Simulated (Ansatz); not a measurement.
The inner images of a band of CH6Ge (8 atoms, charge 0, multiplicity 1) are given out of order.

The calculation used Ansatz 0.2.0, RKS PBE-D4/def2-SVP.

Initial state:

```xyz
8
Properties=species:S:1:pos:R:3
Ge 0.191 -0.032 0.144
H 0.574 -0.282 1.629
H 1.493 0.200 -0.671
H -0.680 1.252 0.065
C -0.802 -1.570 -0.577
H -1.707 -1.760 0.032
H -1.112 -1.370 -1.620
H -0.168 -2.478 -0.563
```

Final state:

```xyz
8
Properties=species:S:1:pos:R:3
Ge 0.295 0.153 -0.858
H 0.682 0.011 1.189
H 1.378 -0.118 0.801
H -0.706 1.065 0.021
C -0.788 -1.550 -0.671
H -1.222 -1.737 0.330
H -1.641 -1.428 -1.377
H -0.208 -2.435 -0.999
```

Task: Put them in order from the first end to the last, with their energies above the first end.
A.
```xyz
8
Properties=species:S:1:pos:R:3
Ge 0.154 0.109 -0.345
H 0.616 -0.277 1.170
H 1.639 0.042 0.034
H -0.631 1.277 0.273
C -0.861 -1.556 -0.648
H -1.607 -1.651 0.165
H -1.371 -1.585 -1.626
H -0.149 -2.400 -0.584
```
B.
```xyz
8
Properties=species:S:1:pos:R:3
Ge 0.170 0.052 -0.175
H 0.549 -0.314 1.281
H 1.699 0.083 -0.157
H -0.617 1.322 0.187
C -0.861 -1.554 -0.651
H -1.612 -1.645 0.160
H -1.372 -1.573 -1.629
H -0.165 -2.411 -0.578
```
C.
```xyz
8
Properties=species:S:1:pos:R:3
Ge 0.190 -0.009 0.080
H 0.489 -0.329 1.563
H 1.593 0.202 -0.548
H -0.639 1.304 0.042
C -0.813 -1.562 -0.605
H -1.622 -1.753 0.127
H -1.267 -1.450 -1.609
H -0.140 -2.441 -0.611
```
D.
```xyz
8
Properties=species:S:1:pos:R:3
Ge 0.181 0.018 -0.034
H 0.509 -0.338 1.420
H 1.681 0.155 -0.371
H -0.627 1.332 0.103
C -0.843 -1.557 -0.634
H -1.607 -1.682 0.159
H -1.349 -1.545 -1.618
H -0.156 -2.423 -0.585
```
E.
```xyz
8
Properties=species:S:1:pos:R:3
Ge 0.132 0.177 -0.522
H 0.713 -0.235 1.085
H 1.540 0.012 0.205
H -0.652 1.223 0.333
C -0.853 -1.556 -0.634
H -1.599 -1.671 0.173
H -1.365 -1.597 -1.614
H -0.127 -2.391 -0.589
```

Result: C (+0.05 eV), D (+0.33 eV), B (+0.96 eV), A (+1.75 eV), E (+2.13 eV).

Time of the run: 2.5 min on 1 thread of Arm Neoverse V1, on a shared host, peak memory 0.13 GiB.
